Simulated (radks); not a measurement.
The numbers below are computed, except where a source is named.
Task: Ionisation of Sr2+, [Kr], to Sr3+, [Ar] 3d10 4s2 4p5, under several functionals. Scalar-relativistic Kohn-Sham, spin-unpolarised, spherical densities, finite nucleus; a radial shooting solver on a logarithmic mesh with Libxc functionals. Known Delta-SCF values: Wu-Cohen GGA 43.283 eV; exchange-only B88 42.055 eV. What does PW91 give, and what is its highest occupied eigenvalue?

Result: 43.338 eV by Delta-SCF; the 4p eigenvalue is -36.587 eV. NIST: 42.884 eV (measured).

Beside tabulated values, note that spin-unpolarised runs miss the spin-polarisation part of the exchange energy of open shells.
